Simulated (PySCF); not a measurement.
A PySCF script (with the pyscf-properties extension) for the NMR shieldings of `N#CC[Si@@H](Cl)C1=C(Cl)CC1`, C6H7Cl2NSi, on a GFN2-xTB geometry:

```python
import basis_set_exchange as bse
import numpy as np
from pyscf import gto, dft
from pyscf.prop import nmr

atoms = """
N     2.398767    0.433637   -2.375853
C     2.424189    0.438463   -1.232224
C     2.434822    0.425114    0.196786
Si    1.066422   -0.736614    0.878909
Cl    1.064019   -0.532067    2.893798
C    -0.570663   -0.217145    0.147755
C    -1.035466    0.874014   -0.481511
Cl   -0.356290    2.375386   -0.895161
C    -2.412593    0.342014   -0.729725
C    -1.907146   -0.926280   -0.001034
H     2.274226    1.444856    0.552539
H     3.421234    0.102891    0.535471
H     1.361113   -2.128132    0.539248
H    -3.216694    0.879518   -0.231549
H    -2.666575    0.200745   -1.778031
H    -2.411051   -1.141153    0.938017
H    -1.875311   -1.823216   -0.614392
"""
names = dict.fromkeys(["N", "C", "Si", "Cl", "H"], "pcSseg-1")
basis = {el: gto.basis.parse(bse.get_basis(n, elements=[el], fmt="nwchem")) for el, n in names.items()}
mol = gto.M(atom=atoms, basis=basis, charge=0, verbose=0)
mf = dft.RKS(mol, xc="PBE0")
mf.grids.level = 2
mf.grids.alignment = dft.numint.BLKSIZE   # the property module wants whole blocks of grid points
mf.conv_tol = 1e-9
mf.kernel()

calc = nmr.RKS(mf)   # GIAO
C = mf.mo_coeff
Co = C[:, mf.mo_occ > 0]
resp = mf.gen_response(singlet=True, hermi=2)
def vind(x):   # induced exchange potential for any number of trial vectors
    d = np.einsum("pi,xij,qj->xpq", C, 2 * x.reshape(-1, C.shape[1], Co.shape[1]), Co, optimize=True)
    return np.einsum("xpq,pi,qj->xij", resp(d - d.transpose(0, 2, 1)), C, Co, optimize=True).ravel()
mo1, _ = nmr.rhf.solve_mo1(calc, with_cphf=vind)
sigma = calc.kernel(mo1)
for i, s in enumerate(sigma):   # ppm
    print("%2d %-2s %9.2f" % (i, mol.atom_pure_symbol(i), np.trace(s) / 3))
```

Task: What does it print?

Result: 
```
 0 N     -31.41
 1 C      66.95
 2 C     181.42
 3 Si    369.52
 4 Cl    953.61
 5 C      41.37
 6 C      23.47
 7 Cl    662.62
 8 C     144.29
 9 C     158.45
10 H      29.42
11 H      29.75
12 H      26.49
13 H      28.72
14 H      28.62
15 H      29.14
16 H      29.24
```

These numbers come from an equivalent density-fitted implementation of the same equations, which agrees with the script to about 0.01 ppm for H and up to a few tenths of a ppm for heavy atoms, so last digits may differ.

Task: Turn these shieldings into chemical shifts. Shifts are taken against calculated references (same method and geometry level): NH3 for $^{15}$N (267.73 ppm); $^{13}$C (186.93 ppm), $^{29}$Si (349.16 ppm), $^{1}$H (31.72 ppm) against TMS; HCl for $^{35}$Cl (949.78 ppm).

Result: Averaging equivalent atoms: N 0: 299.1; C 6: 163.5; C 5: 145.6; C 1: 120.0; C 8: 42.6; C 9: 28.5; C 2: 5.5; Si 3: -20.4; Cl 7: 287; Cl 4: -4; H 12: 5.23; H 14: 3.10; H 13: 2.99; H 15: 2.58; H 16: 2.48; H 10: 2.30; H 11: 1.97 ppm. Experimental scales use liquid or dissolved standards, which lie at an offset from isolated NH3 (liquid NH3: subtract about 20 ppm). Unscaled 15N shifts of sp2 nitrogen come out 20 to 40 ppm too high even then.

Size and cost of the density-fitted run: 226 basis functions, 2.4 min wall time (2.1 min CPU) on 1 thread of an Intel Xeon, shared host; peak memory 1.1 GiB.
